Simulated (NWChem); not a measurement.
System: C3H4ClF; SMILES C/C(F)=C\Cl

NWChem input:

```
start job
memory heap 200 mb stack 900 mb global 1100 mb
geometry units angstroms noautosym nocenter noautoz
  C     -1.422875     1.035822     0.000000
  C      0.046481     0.857251     0.000000
  F      0.725513     2.010645     0.000000
  C      0.759666    -0.272560     0.000000
  Cl     0.049839    -1.841226     0.000000
  H     -1.733602     1.609553     0.887607
  H     -1.933888     0.066197     0.000000
  H     -1.733602     1.609553    -0.887607
  H      1.850360    -0.248299     0.000000
end
basis spherical
  C library 6-31g*
  F library 6-31g*
  Cl library 6-31g*
  H library 6-31g*
end
dft
  xc b3lyp
  iterations 150
end
property
  response 1 0.0773
end
task dft property
```

Structure relaxed at the PBE0/def2-SVP level.

Field at 589 nm.

Q: Give the results of this calculation. (B3LYP/6-31G* (spherical d).) Quantities: isotropic polarisability (bohr³); anisotropy (bohr³).

A: The isotropic polarisability (bohr³) is 42.3 and the anisotropy (bohr³) is 32.2.
